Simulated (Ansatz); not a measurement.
Total energies of Se₃⁻ (the lowest doublet isomer of a short search) from Ansatz at r2SCAN-D4/def2-TZVPD, gas phase (1 Eh = 27.2114 eV = 2625.5 kJ/mol). The reference geometry is relaxed at PBE0-D4/def2-TZVPD.

```xyz
3

Se    1.1817    0.3223   -1.5159
Se   -1.7052   -0.3345    0.8823
Se    0.5235    0.0122    0.6335
```

| state | geometry | energy (Eh) |
| --- | --- | --- |
| charge -1 doublet | reference | -7204.75060 |
| charge 0 singlet | reference | -7204.64781 |
| charge -1 quartet | relaxed at PBE0-D4/def2-TZVPD | -7204.70129 |

Problem. Work out the vertical ionisation energy to the singlet.

Solution. E(charge 0 singlet) − E(charge -1 doublet) = -7204.64781 − (-7204.75060) = 0.10279 Eh = 2.80 eV. For comparison, −ε of the highest occupied level of the spin that leaves is 0.29 eV at this level, 2.51 eV less.

Problem. Which of the charge -1 states is lowest, and how far above it are the others?

Solution. The doublet. quartet: -7204.70129 − (-7204.75060) = 0.04931 Eh = 129.5 kJ/mol.

A triplet lies near this restricted singlet, and broken spin symmetry wasn't tried. 

The structure comes from a short search, and lower isomers may exist.
